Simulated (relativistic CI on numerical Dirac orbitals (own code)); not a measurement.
**Yb11+: q coefficients and field-shift factors**

Computed by Dirac-Coulomb-Breit CI, separate exchange-only KLI orbitals for each configuration, derivatives by finite differences, unscaled Slater integrals, QED left out (own radial code, finite nucleus).

Configurations in the expansion (outside the closed core [Kr]): 4d10 4f11 5s2, 4d10 4f11 5s 5p, 4d10 4f13, 4d10 4f12 5s, 4d10 4f12 5p, 4d10 4f11 5s 6s, 4d10 4f12 5f, 4d9 4f13 5s. The list is cut by size and lacks configurations that can hold low levels.

With x = (α/α₀)² − 1 an excitation energy changes as ω = ω₀ + qx; K = 2q/ω₀ is the relative enhancement. Terms are leading LS components, so labels can repeat. The field-shift factor is F = δν/δ⟨r²⟩ for the transition from the lowest level.

Lowest level 4d10 4f11 5s2 4I°_15/2.

| Level | ω₀ (cm⁻¹) | q (cm⁻¹) | K | F (GHz/fm²) |
| --- | --- | --- | --- | --- |
| 4d10 4f11 5s2 4I°_13/2 | 8839.5 | 8431 | 1.91 | 0.483 |
| 4d10 4f11 5s2 4I°_11/2 | 14049.1 | 10270 | 1.46 | 0.646 |
| 4d10 4f11 5s2 4I°_9/2 | 17560.4 | 9580 | 1.09 | 0.68 |
| 4d10 4f11 5s2 4F°_9/2 | 23611.4 | 2742 | 0.232 | 0.512 |
| 4d10 4f11 5s2 2H°_11/2 | 28432.6 | 6270 | 0.441 | 0.744 |
| 4d10 4f11 5s2 4S°_3/2 | 29405.6 | 2559 | 0.174 | 0.602 |
| 4d10 4f11 5s2 4F°_7/2 | 31714.3 | 8008 | 0.505 | 0.854 |
| 4d10 4f11 5s2 4F°_5/2 | 34364.1 | 8537 | 0.497 | 0.921 |
| 4d10 4f11 5s2 4F°_3/2 | 34753.5 | 8026 | 0.462 | 0.908 |
| 4d10 4f11 5s2 2H°_9/2 | 35365.4 | 12740 | 0.721 | 1.11 |
| 4d10 4f11 5s2 2K°_15/2 | 39716.5 | 5705 | 0.287 | 0.916 |
| 4d10 4f11 5s2 4G°_11/2 | 40651.0 | 7082 | 0.348 | 0.974 |
| 4d10 4f11 5s2 2G°_7/2 | 41890.4 | 9501 | 0.454 | 1.09 |
| 4d10 4f11 5s2 4G°_9/2 | 42591.4 | 10140 | 0.476 | 1.13 |
| 4d10 4f11 5s2 2K°_13/2 | 47074.1 | 11390 | 0.484 | 1.27 |
| 4d10 4f11 5s2 2P°_3/2 | 47645.6 | 11430 | 0.48 | 1.27 |
| 4d10 4f11 5s2 2P°_1/2 | 50535.4 | 7951 | 0.315 | 1.19 |
| 4d10 4f11 5s2 4G°_7/2 | 51235.2 | 15390 | 0.601 | 1.48 |
| 4d10 4f11 5s2 4G°_5/2 | 51879.5 | 12770 | 0.492 | 1.39 |
| 4d10 4f11 5s2 2G°_9/2 | 51924.4 | 21740 | 0.838 | 1.75 |
| 4d10 4f11 5s2 2D°_5/2 | 52907.3 | 12240 | 0.463 | 1.4 |
| 4d10 4f11 5s2 4D°_5/2 | 61241.8 | 2130 | 0.0696 | 1.13 |
| 4d10 4f11 5s2 2I°_11/2 | 61780.1 | 5263 | 0.17 | 1.27 |

At this charge energies of transitions that change n are usually good to better than 1 %, and those within a shell (Δn = 0) to a few per cent. Terms inside the open d or f shell come out 10 to 20 % too wide with unscaled integrals. Levels and lines within the n = 5 or 6 shells can be off by up to 10 % or somewhat more, and those that change n by about 2 %, since core polarisation is missing.
